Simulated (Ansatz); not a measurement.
Task: Name a neutral molecule of C, Cl, N, O, Si and H with size of the dipole moment (B3LYP/def2-TZVPP) between 2.00 and 2.30 D and size of the dipole moment (ωB97M-V/def2-TZVPP) between 1.95 and 2.25 D (Ansatz, PBE0-D4/def2-TZVP geometry).

Result: `C=C[Si](N)(Cl)OC` (2.05 D, 2.04 D); `CO[Si](C)(N)Cl` (2.19 D, 2.19 D); `CCN(C)[Si](Cl)(OC)OC` (2.12 D, 2.11 D); `C=C[Si](N)(Cl)O[SiH3]` (2.04 D, 2.06 D). Other molecules can fit too; these were computed, each in one conformer that needn't be the lowest.

B3LYP here is the variant with VWN-RPA as its local correlation; programs differ in this.
